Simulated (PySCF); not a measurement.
H2Cl2Si, triplet, at a GFN2-xTB geometry (a higher spin typed on purpose: for a closed-shell molecule this is an excited state), with bond 3-1 at 1.8 times its length; PySCF with PBE/STO-3G.

The PySCF input:
```python
from pyscf import gto, scf, dft

mol = gto.M(
    atom='''
Si   -0.004989   -0.222946   -0.215868
Cl    2.170841   -0.048922    0.184307
Cl   -3.903567    0.512472    0.249060
H     0.019535    0.859563    0.823128
H     0.050739   -0.062167   -1.655437
''',
    basis='sto-3g',
    charge=0,
    spin=2,
    verbose=4,
)

mf = dft.UKS(mol)
mf.xc = 'pbe'
mf.kernel()
mo_i, mo_e, stable_i, stable_e = mf.stability(internal=True, external=False, return_status=True, nroots=6, tol=1e-6)
print('internally stable:', stable_i, ' externally stable:', stable_e)
if not stable_i:
    umf = mf.copy()
    umf.scf_summary = {}
    umf.kernel(umf.make_rdm1(mo_i, mf.mo_occ))
mf.analyze()
```

### Question
Write the output that PySCF gives for this input, abridged.

### Answer

```
PySCF version 2.14.0

[INPUT] verbose = 4
[INPUT] num. atoms = 5
[INPUT] num. electrons = 50
[INPUT] charge = 0
[INPUT] spin (= nelec alpha-beta = 2S) = 2
[INPUT] symmetry False subgroup None
[INPUT] Mole.unit = angstrom
[INPUT] Symbol           X                Y                Z      unit          X                Y                Z       unit  Magmom
[...]
nuclear repulsion = 134.811671242528
number of shells = 17
number of NR pGTOs = 87
number of NR cGTOs = 29
basis = sto-3g
ecp = {}

******** <class 'pyscf.dft.uks.UKS'> ********
method = UKS
initial guess = minao
damping factor = 0
level_shift factor = 0
DIIS = <class 'pyscf.scf.diis.CDIIS'>
diis_start_cycle = 1
diis_space = 8
diis_damp = 0
SCF conv_tol = 1e-09
SCF conv_tol_grad = None
SCF max_cycles = 50
direct_scf = True
direct_scf_tol = 1e-13
number electrons alpha = 26  beta = 24
XC library pyscf.dft.libxc version 7.1.2
    S. Lehtola, C. Steigemann, M. J. T. Oliveira, and M. A. L. Marques,  SoftwareX 7, 1–5 (2018)
XC functionals = pbe
    J. P. Perdew, K. Burke, and M. Ernzerhof,  Phys. Rev. Lett. 77, 3865 (1996)
    J. P. Perdew, K. Burke, and M. Ernzerhof,  Phys. Rev. Lett. 78, 1396 (1997)
    J. P. Perdew, K. Burke, and M. Ernzerhof,  Phys. Rev. Lett. 77, 3865 (1996)
    J. P. Perdew, K. Burke, and M. Ernzerhof,  Phys. Rev. Lett. 78, 1396 (1997)
radial grids:
    Treutler-Ahlrichs [JCP 102, 346 (1995); DOI:10.1063/1.469408] (M4) radial grids

becke partition: Becke, JCP 88, 2547 (1988); DOI:10.1063/1.454033
pruning grids: <function nwchem_prune>
grids dens level: 3
symmetrized grids: False
atomic radii adjust function: <function treutler_atomic_radii_adjust>
small_rho_cutoff = 0
Set gradient conv threshold to 3.16228e-05
tot grids = 76560
init E= -1196.15720370634

cycle= 1 E= -1196.73921131365  delta_E= -0.582  |g|= 0.204  |ddm|= 1.77

cycle= 2 E= -1187.44537877159  delta_E= 9.29  |g|= 0.49  |ddm|= 5.59

cycle= 3 E= -1196.72631375217  delta_E= -9.28  |g|= 0.203  |ddm|= 5.65

cycle= 4 E= -1196.9818469532  delta_E= -0.256  |g|= 0.139  |ddm|= 1.69

cycle= 5 E= -1197.00772447828  delta_E= -0.0259  |g|= 0.0662  |ddm|= 0.301
cycle= 6 E= -1197.01234408015  delta_E= -0.00462  |g|= 0.0407  |ddm|= 0.133

cycle= 7 E= -1197.01463018606  delta_E= -0.00229  |g|= 0.0208  |ddm|=  0.1

cycle= 8 E= -1196.73265122496  delta_E= 0.282  |g|= 0.203  |ddm|= 1.62

cycle= 9 E= -1196.73482562648  delta_E= -0.00217  |g|=  0.2  |ddm|= 0.0166

cycle= 10 E= -1196.72868571666  delta_E= 0.00614  |g|= 0.208  |ddm|= 0.0417

cycle= 11 E= -1196.72694601523  delta_E= 0.00174  |g|= 0.21  |ddm|= 0.0162

cycle= 12 E= -1196.72698222086  delta_E= -3.62e-05  |g|= 0.21  |ddm|= 0.00244

cycle= 13 E= -1196.72832908641  delta_E= -0.00135  |g|= 0.208  |ddm|= 0.00792

cycle= 14 E= -1196.72958616447  delta_E= -0.00126  |g|= 0.206  |ddm|= 0.00765

cycle= 15 E= -1196.7358781322  delta_E= -0.00629  |g|= 0.197  |ddm|= 0.0393

cycle= 16 E= -1190.79504810832  delta_E= 5.94  |g|= 0.409  |ddm|= 4.84

cycle= 17 E= -1196.15220245311  delta_E= -5.36  |g|= 0.596  |ddm|= 4.07

cycle= 18 E= -1196.5635680922  delta_E= -0.411  |g|= 0.209  |ddm|= 1.11

cycle= 19 E= -1196.97999639954  delta_E= -0.416  |g|= 0.138  |ddm|= 1.67
cycle= 20 E= -1197.00719970048  delta_E= -0.0272  |g|= 0.0677  |ddm|= 0.303
cycle= 21 E= -1197.0136934238  delta_E= -0.00649  |g|= 0.0272  |ddm|= 0.175

cycle= 22 E= -1197.01506686748  delta_E= -0.00137  |g|= 0.0148  |ddm|= 0.0949

cycle= 23 E= -1196.72760765726  delta_E= 0.287  |g|= 0.211  |ddm|= 1.62

cycle= 24 E= -1196.72702955307  delta_E= 0.000578  |g|= 0.212  |ddm|= 0.00305

cycle= 25 E= -1196.72841074898  delta_E= -0.00138  |g|= 0.208  |ddm|= 0.0161

cycle= 26 E= -1196.73212713525  delta_E= -0.00372  |g|= 0.202  |ddm|= 0.0193

cycle= 27 E= -1196.73259423071  delta_E= -0.000467  |g|=  0.2  |ddm|= 0.011

cycle= 28 E= -1196.73025719701  delta_E= 0.00234  |g|= 0.204  |ddm|= 0.0136

cycle= 29 E= -1196.73014874759  delta_E= 0.000108  |g|= 0.204  |ddm|= 0.00163

cycle= 30 E= -1196.7344134609  delta_E= -0.00426  |g|= 0.198  |ddm|= 0.0258

cycle= 31 E= -1190.79839933809  delta_E= 5.94  |g|= 0.407  |ddm|= 4.84

cycle= 32 E= -1196.51647384749  delta_E= -5.72  |g|= 0.206  |ddm|= 4.14
cycle= 33 E= -1196.97987587967  delta_E= -0.463  |g|= 0.135  |ddm|= 1.74
cycle= 34 E= -1197.00587370331  delta_E= -0.026  |g|= 0.0696  |ddm|= 0.274
cycle= 35 E= -1197.01430475731  delta_E= -0.00843  |g|= 0.0224  |ddm|= 0.212

cycle= 36 E= -1196.72587352271  delta_E= 0.288  |g|= 0.215  |ddm|= 1.62

cycle= 37 E= -1196.73285672927  delta_E= -0.00698  |g|= 0.201  |ddm|= 0.0374

cycle= 38 E= -1196.73190344212  delta_E= 0.000953  |g|= 0.203  |ddm|= 0.00528

cycle= 39 E= -1196.73199665434  delta_E= -9.32e-05  |g|= 0.203  |ddm|= 0.000764

cycle= 40 E= -1196.73299643418  delta_E= -0.001  |g|=  0.2  |ddm|= 0.0107

cycle= 41 E= -1196.73422876262  delta_E= -0.00123  |g|= 0.197  |ddm|= 0.00969

cycle= 42 E= -1196.7417255086  delta_E= -0.0075  |g|= 0.187  |ddm|= 0.0516

cycle= 43 E= -1196.74358384753  delta_E= -0.00186  |g|= 0.189  |ddm|= 0.032

cycle= 44 E= -1190.79030492136  delta_E= 5.95  |g|= 0.412  |ddm|= 4.84

cycle= 45 E= -1196.5604389127  delta_E= -5.77  |g|= 0.218  |ddm|= 4.16

cycle= 46 E= -1196.98067237928  delta_E= -0.42  |g|= 0.14  |ddm|= 1.72
cycle= 47 E= -1197.00948920881  delta_E= -0.0288  |g|= 0.0562  |ddm|= 0.384
cycle= 48 E= -1197.01373702103  delta_E= -0.00425  |g|= 0.0285  |ddm|= 0.636

cycle= 49 E= -1197.0180535954  delta_E= -0.00432  |g|= 0.0156  |ddm|= 0.325

cycle= 50 E= -1196.7822185662  delta_E= 0.236  |g|= 0.24  |ddm|= 1.48
SCF not converged.
SCF energy = -1196.7822185662 after 50 cycles  <S^2> = 2.000839  2S+1 = 3.0005593
uhf_internal: lowest eigs of H = [-1.11111545 -1.10864487 -0.8437305  -0.60205749 -0.59907457 -0.50381157]
<class 'pyscf.dft.uks.UKS'> wavefunction has an internal instability
internally stable: False  externally stable: None

******** <class 'pyscf.dft.uks.UKS'> ********
method = UKS
initial guess = minao
damping factor = 0
level_shift factor = 0
[...]

cycle= 6 E= -1197.01565644901  delta_E= -0.275  |g|= 0.0274  |ddm|=  1.6

cycle= 7 E= -1196.74225202071  delta_E= 0.273  |g|= 0.19  |ddm|=  1.6

cycle= 8 E= -1196.73557688669  delta_E= 0.00668  |g|= 0.196  |ddm|= 0.0596

cycle= 9 E= -1196.73457666557  delta_E= 0.001  |g|= 0.198  |ddm|= 0.00586

cycle= 10 E= -1196.7343860069  delta_E= 0.000191  |g|= 0.199  |ddm|= 0.0107

cycle= 11 E= -1196.73639399323  delta_E= -0.00201  |g|= 0.196  |ddm|= 0.0132

cycle= 12 E= -1196.73889686444  delta_E= -0.0025  |g|= 0.194  |ddm|= 0.0202

cycle= 13 E= -1196.73596583918  delta_E= 0.00293  |g|= 0.197  |ddm|= 0.0202

cycle= 14 E= -1196.73640444538  delta_E= -0.000439  |g|= 0.197  |ddm|= 0.00353

cycle= 15 E= -1190.79651644755  delta_E= 5.94  |g|= 0.407  |ddm|= 4.84
cycle= 16 E= -1193.60628387251  delta_E= -2.81  |g|= 0.717  |ddm|= 3.01
cycle= 17 E= -1194.81679944578  delta_E= -1.21  |g|= 1.08  |ddm|= 1.94
cycle= 18 E= -1193.40936815872  delta_E= 1.41  |g|= 0.434  |ddm|= 2.15
cycle= 19 E= -1196.51654926563  delta_E= -3.11  |g|= 0.205  |ddm|= 2.89

cycle= 20 E= -1196.98918878627  delta_E= -0.473  |g|= 0.13  |ddm|= 1.85

cycle= 21 E= -1196.83570775434  delta_E= 0.153  |g|= 0.193  |ddm|= 1.51

cycle= 22 E= -1196.90398500934  delta_E= -0.0683  |g|= 0.192  |ddm|= 0.312

cycle= 23 E= -1196.7653609159  delta_E= 0.139  |g|= 0.139  |ddm|= 0.766

cycle= 24 E= -1197.00522592708  delta_E= -0.24  |g|= 0.0788  |ddm|= 1.62

cycle= 25 E= -1197.01072527104  delta_E= -0.0055  |g|= 0.0487  |ddm|= 0.184
cycle= 26 E= -1197.01278851515  delta_E= -0.00206  |g|= 0.0347  |ddm|= 0.0709

cycle= 27 E= -1196.74857544557  delta_E= 0.264  |g|= 0.207  |ddm|= 1.62

cycle= 28 E= -1196.73714109239  delta_E= 0.0114  |g|= 0.196  |ddm|= 0.147

cycle= 29 E= -1196.79853622756  delta_E= -0.0614  |g|= 0.23  |ddm|= 0.429

cycle= 30 E= -1196.80485369979  delta_E= -0.00632  |g|= 0.235  |ddm|= 0.0823

cycle= 31 E= -1196.75263805046  delta_E= 0.0522  |g|= 0.198  |ddm|= 0.326

cycle= 32 E= -1196.78318322892  delta_E= -0.0305  |g|= 0.222  |ddm|= 0.204

cycle= 33 E= -1196.75005825649  delta_E= 0.0331  |g|= 0.188  |ddm|= 0.257

cycle= 34 E= -1197.0136454252  delta_E= -0.264  |g|= 0.0302  |ddm|= 1.62

cycle= 35 E= -1196.73905942174  delta_E= 0.275  |g|= 0.194  |ddm|= 1.62

cycle= 36 E= -1196.73950803422  delta_E= -0.000449  |g|= 0.194  |ddm|= 0.00621

cycle= 37 E= -1196.73992793623  delta_E= -0.00042  |g|= 0.194  |ddm|= 0.00324

cycle= 38 E= -1196.73871606231  delta_E= 0.00121  |g|= 0.195  |ddm|= 0.00926

cycle= 39 E= -1196.73944680934  delta_E= -0.000731  |g|= 0.194  |ddm|= 0.00753

cycle= 40 E= -1196.73868611654  delta_E= 0.000761  |g|= 0.195  |ddm|= 0.00772

cycle= 41 E= -1196.73789618983  delta_E= 0.00079  |g|= 0.195  |ddm|= 0.00882

cycle= 42 E= -1196.73774067587  delta_E= 0.000156  |g|= 0.195  |ddm|= 0.00333

cycle= 43 E= -1190.80229903506  delta_E= 5.94  |g|= 0.403  |ddm|= 4.84

cycle= 44 E= -1196.23316219115  delta_E= -5.43  |g|= 0.554  |ddm|= 4.07

cycle= 45 E= -1196.52088775523  delta_E= -0.288  |g|= 0.205  |ddm|= 0.855

cycle= 46 E= -1196.79167915598  delta_E= -0.271  |g|= 0.107  |ddm|=  2.4

cycle= 47 E= -1196.99198099436  delta_E= -0.2  |g|= 0.118  |ddm|= 1.59

cycle= 48 E= -1197.00658169875  delta_E= -0.0146  |g|= 0.069  |ddm|= 0.217

cycle= 49 E= -1197.01327915214  delta_E= -0.0067  |g|= 0.0322  |ddm|= 1.12

cycle= 50 E= -1197.01488563782  delta_E= -0.00161  |g|= 0.0166  |ddm|= 0.475
SCF not converged.
SCF energy = -1197.01488563782 after 50 cycles  <S^2> = 2.0008548  2S+1 = 3.0005698
**** SCF Summaries ****
Total Energy =                       -1196.782218566200299
Nuclear Repulsion Energy =             134.811671242527950
One-electron Energy =                -1927.438928502938325
Two-electron Energy =                  595.845038694210189
Two-electron Coulomb Energy =          673.336171363560766
DFT Exchange-Correlation Energy =      -77.491132669350620
**** MO energy ****
                             alpha | beta                alpha | beta
[...]
To work with the spin densities directly, `use mulliken_meta_spin()` only printing them here.

 ** Mulliken spin pop alpha/beta on meta-lowdin orthogonal AOs **
 ** Mulliken Spin Density (per AO)  **
spin_pop of  0 Si 1s        0.00000
spin_pop of  0 Si 2s        0.00003
spin_pop of  0 Si 3s        0.18695
spin_pop of  0 Si 2px       0.00001
spin_pop of  0 Si 2py       0.00023
spin_pop of  0 Si 2pz       0.00000
spin_pop of  0 Si 3px       0.08848
spin_pop of  0 Si 3py       0.47214
spin_pop of  0 Si 3pz       0.07135
spin_pop of  1 Cl 1s        0.00000
spin_pop of  1 Cl 2s        0.00000
spin_pop of  1 Cl 3s        0.00076
spin_pop of  1 Cl 2px       0.00002
spin_pop of  1 Cl 2py       0.00007
spin_pop of  1 Cl 2pz       0.00013
spin_pop of  1 Cl 3px       0.08088
spin_pop of  1 Cl 3py       0.24752
spin_pop of  1 Cl 3pz       0.60518
spin_pop of  2 Cl 1s        0.00000
spin_pop of  2 Cl 2s        0.00000
spin_pop of  2 Cl 3s        0.00001
spin_pop of  2 Cl 2px       0.00001
spin_pop of  2 Cl 2py       0.00000
spin_pop of  2 Cl 2pz       0.00000
spin_pop of  2 Cl 3px       0.06372
spin_pop of  2 Cl 3py       0.00379
spin_pop of  2 Cl 3pz       0.00835
spin_pop of  3 H 1s        0.09100
spin_pop of  4 H 1s        0.07935
 ** Mulliken Spin Density (per atom)  **
spin density of  0 Si =      0.81920
spin density of  1 Cl =      0.93457
spin density of  2 Cl =      0.07589
spin density of  3 H =      0.09100
spin density of  4 H =      0.07935
 ** Mulliken pop alpha/beta on meta-lowdin orthogonal AOs **
 ** Mulliken pop       alpha | beta **
[...]
In total            26.00000 | 24.00000
 ** Mulliken atomic charges   ( Nelec_alpha | Nelec_beta ) **
charge of  0Si =      0.47670  (     7.17125      6.35205 )
charge of  1Cl =      0.51592  (     8.70932      7.77475 )
charge of  2Cl =     -0.92218  (     8.99903      8.92315 )
charge of  3H =     -0.02602  (     0.55851      0.46751 )
charge of  4H =     -0.04442  (     0.56188      0.48254 )
Dipole moment(X, Y, Z, Debye): 22.39635, -2.70011, -1.15898
```

The run did not converge; its last values are not results.
